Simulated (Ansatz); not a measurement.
```xyz
10

C     1.899   -0.439   -0.515
S     1.090   -0.747    1.063
S    -0.736   -1.488    0.480
Sn   -1.936    0.609    0.378
H     1.363    0.317   -1.090
H     2.898   -0.067   -0.276
H     1.985   -1.360   -1.091
H    -2.021    1.246    1.955
H    -1.054    1.647   -0.649
H    -3.488    0.283   -0.255
```

Total charge 0; spin multiplicity 1. Sn: def2 effective core potential.

Question: List the PBE0/def2-TZVPP orbital energies in eV (Ansatz). (Estimate.)

Answer: Computed: Occupied: -2422.99, -2422.71, -278.96, -218.22, -217.98, -162.10, -161.99, -161.83, -161.82, -161.73, -161.61, -140.30, -94.96, -94.89, -94.87, -28.74, -28.69, -28.67, -28.56, -28.56, -22.69, -19.96, -16.88, -14.40, -12.40, -12.26, -11.19, -9.75, -9.68, -9.43, -9.04, -7.18, -6.54. Lowest empty: -0.77, -0.54, 0.30, 0.75, 1.18, 1.26, 2.17, 2.39.
